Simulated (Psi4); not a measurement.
AgCl, singlet, at a GFN2-xTB geometry (such geometries of metal compounds can be far from the true shape) (core potentials on Ag). Base run: HF/def2-TZVP in Psi4 1.11.

The Psi4 input:
```
memory 2 GB

molecule mol {
0 1
  Ag   -0.000000   -0.000000   -0.587250
  Cl    0.000000    0.000000    1.623573
}

set basis def2-tzvp
set reference rhf

energy('scf')
print_variables()
```

Each row names what was changed in the base input (with any setting that the change needs).

| change | ΔE vs base (µEh) | SCF cycles | basis functions | outcome |
|---|---|---|---|---|
| base | 0.0 | 9 | 77 | converged |
| e_convergence = 1e-4 | 0.0 | 9 | 77 | converged |
| damping_percentage = 20 | 0.3 | 14 | 77 | converged |
| scf_initial_accelerator = ediis | 0.0 | 9 | 77 | converged |
| scf_type = out_of_core | -60.2 | 9 | 77 | converged |
| guess = sap | 0.0 | 14 | 77 | converged |
| puream = false | -877 | 9 | 88 | converged |
| damping_percentage = 50 | - | - | 77 | not converged |
| cholesky_tolerance = 1e-6 (with scf_type cd) | -57.2 | 9 | 77 | converged |
| df_basis_scf = cc-pvqz-jkfit | - | - | 77 | input refused |
| scf_type = disk_df | 0.0 | 9 | 77 | converged |
| df_basis_scf = cc-pvtz-jkfit | - | - | 77 | input refused |
| scf_type = dfdirj+link | -81.2 | 9 | 77 | converged |

- df_basis_scf = cc-pvqz-jkfit: ended with `psi4.driver.qcdb.exceptions.BasisSetNotFound: BasisSet::construct: Unable to find a basis set for atom 1 for key JKFIT among:`
- df_basis_scf = cc-pvtz-jkfit: ended with `psi4.driver.qcdb.exceptions.BasisSetNotFound: BasisSet::construct: Unable to find a basis set for atom 1 for key JKFIT among:`
